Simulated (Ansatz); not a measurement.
Molecule: sum formula SiClF, charge -1, multiplicity 2. SMILES of the parent species: F[Si]Cl
Geometry from a B3LYP-D3(BJ)/def2-TZVP (Ansatz, a first-principles code) optimisation:
```xyz
3

Si     0.3401     0.3599     0.8645
F      1.0050     1.3727    -0.3064
Cl    -0.8122    -1.0231    -0.5497
```
Charge -1, spin multiplicity 2.

Q: Give the harmonic wavenumbers at B3LYP-D3(BJ)/def2-TZVP (Ansatz, finite differences of forces, unscaled).

A: 201, 343, 687 cm⁻¹. Zero-point energy 1.8 kcal/mol.

Q: From these and the geometry, give the ideal-gas thermochemistry at 298.15 K and 1 atm (rigid rotor, harmonic oscillator).

A: Point group Cs, rotational symmetry number 1. Rotational constants 19.63, 3.885, 3.243 GHz. S(trans) 39.15, S(rot) 24.68, S(vib) 3.64, S(elec, spin only) 1.38, S 68.8 cal/(mol K). H(298) - H(0) 3.03 kcal/mol; G - E(el) -15.7 kcal/mol.
